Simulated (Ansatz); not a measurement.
Reaction (cleavage of the Si–Ge bond): `[SiH3]O[SiH2][GeH3]` + NH₃ → `N[SiH2]O[SiH3]` + GeH₄

Gas-phase electronic energies from Ansatz, PBE0-D4/def2-TZVP geometries. CBS: MP2 limit from def2 TZ/QZ plus the TZ coupled-cluster correction, frozen cores. This one scheme is used for every species. Functionals use def2-TZVPP. For Ge outer-core shells are correlated without core-valence functions, which leaves a few kJ/mol of doubt a bond. Scalar relativity is left out up to krypton. Each species was taken in one conformer, which may not be the lowest.

`[SiH3]O[SiH2][GeH3]`:

```xyz
12

Si    0.374   -1.399   -2.043
O     0.190   -0.527   -0.672
Si   -0.609    0.708    0.052
Ge    0.167    0.912    2.290
H     0.816   -0.517   -3.155
H     1.399   -2.440   -1.794
H    -0.913   -2.042   -2.418
H    -0.367    1.972   -0.697
H    -2.074    0.440    0.034
H    -0.092   -0.381    3.081
H     1.675    1.208    2.324
H    -0.567    2.066    2.997
```

NH₃:

Z-matrix (Å, degrees):
```
N
H 1 1.013
H 1 1.013 2 107.1
H 1 1.013 2 107.1 3 -114.5
```

`N[SiH2]O[SiH3]`:

```xyz
11

N     0.897    1.724    1.334
Si   -0.148    0.424    1.000
O     0.040   -0.225   -0.495
Si   -0.400   -1.346   -1.592
H     1.871    1.573    1.538
H     0.740    2.635    0.936
H     0.134   -0.643    1.992
H    -1.538    0.931    1.099
H    -1.838   -1.198   -1.942
H     0.422   -1.159   -2.814
H    -0.178   -2.716   -1.056
```

GeH₄:

Cartesian coordinates in Å:
```
Ge 0.000 0.000 0.000
H -0.149 -0.808 -1.296
H 1.314 -0.383 0.692
H -1.178 -0.308 0.933
H 0.013 1.498 -0.330
```

```tsv
level	ΔE (kJ/mol)
LDA (SPW92)	-54.3
LC-ωPBE	-58.7
```

What does CCSD(T)/CBS give? (Estimate.)

Computed: -55.6 kJ/mol. The listed levels differ from it by 1.3, -3.1 kJ/mol.

Largest T1 diagnostic among the species: 0.012.

From PBE to PBE0 (25 % exact exchange), in def2-TZVPP and without D4, ΔE moves by −5.0 kJ/mol. Leaving LDA and LC-ωPBE aside and taking each functional with its dispersion term where it has one, the values, not all of them listed here, spread over 20.4 kJ/mol, from CAM-B3LYP-D4 to PBE-D4. LDA lies −9.2 kJ/mol from PBE without D4.

CCSD(T)/CBS has its own doubt, a few kJ/mol and more with outer-core shells, so smaller differences from it don't rank the levels.
